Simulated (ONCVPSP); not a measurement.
Rb (Z = 37): what ONCVPSP 4.0.1 does with a changed input

Command:

```bash
oncvpsp.x < Rb.dat > Rb.out
```

Input:

```
# ATOM AND REFERENCE CONFIGURATION
# atsym  z   nc   nv     iexc    psfile
  Rb 37.00    8    1  -116133      upf
#
#   n    l    f
    1    0    2.00
    2    0    2.00
    2    1    6.00
    3    0    2.00
    3    1    6.00
    3    2   10.00
    4    0    2.00
    4    1    6.00
    5    1    1.00
#
# PSEUDOPOTENTIAL AND OPTIMIZATION
# lmax
    2
#
#   l,   rc,      ep,       ncon, nbas, qcut
    0    4.10    0.09    5    8    2.00
    1    4.00    0.00    4    9    2.50
    2    3.35    0.11    4    7    2.50
#
# LOCAL POTENTIAL
# lloc, lpopt,  rc(5),   dvloc0
    4    5    3.20    0.00
#
# VANDERBILT-KLEINMAN-BYLANDER PROJECTORs
# l, nproj, debl
    0    1    1.40
    1    1    3.40
    2    1    2.40
#
# MODEL CORE CHARGE
# icmod, fcfact, rcfact
    1    0.00    0.00
#
# LOG DERIVATIVE ANALYSIS
# epsh1, epsh2, depsh
   -2.00    5.00    0.02
#
# OUTPUT GRID
# rlmax, drl
    6.00    0.01
#
# TEST CONFIGURATIONS
# ncnf
    4
# nvcnf
#   n    l    f
    2
    5    1    0.00
    5    0    1.00
#
    2
    5    1    0.00
    5    0    0.50
#
    2
    5    1    0.00
    4    2    1.00
#
    3
    5    1    0.00
    4    2    0.50
    5    0    0.50
#
```

This is an input that runs to its end, with one change: model core set to icmod 1, fcfact 0.00, rcfact 0.00. The unchanged file is no sound one. Note: no bound ghost flagged but for a GHOST(-) flag that falls on a real empty level of the atom; GHOST(+) flagged for s at 2.82 eV.

Question: How does the run end?

Answer: The program refuses the input: "test_data: must have fcfact>0.0 for icmod= 1 or 3".

```
ONCVPSP  (Optimized Norm-Conservinng Vanderbilt PSeudopotential)
scalar-relativistic version 4.0.1

test_data: must have fcfact>0.0 for icmod= 1 or 3
ERROR: test_data found   1 ERROR; stopping
```
